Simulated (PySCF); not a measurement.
Input file for PySCF: R-B3LYP/3-21G on CH4 (SMILES C).

```python
from pyscf import gto, scf, dft, mp
from pyscf.data.elements import chemcore

mol = gto.M(
    atom='''
    C     0.06235570    0.04413691    4.35265763
    H     0.01567030   -0.49466492    5.29805578
    H     0.17687739    1.10986431    4.54446124
    H     0.91230249   -0.31489472    3.77409874
    H    -0.85601577   -0.12684271    3.79270451
    ''',
    basis='3-21g',
    charge=0, spin=0, verbose=3, max_memory=1800)
mf = dft.RKS(mol, xc='b3lyp')
mf.conv_tol = 1e-8
mf.max_cycle = 100
mf.kernel()
if not mf.converged:
    mf = mf.newton().run(mf.mo_coeff, mf.mo_occ)
```

It printed:

```
converged SCF energy = -40.3015471518012
```

Self-consistency was reached.

Cost: roughly 0.6 core-seconds.
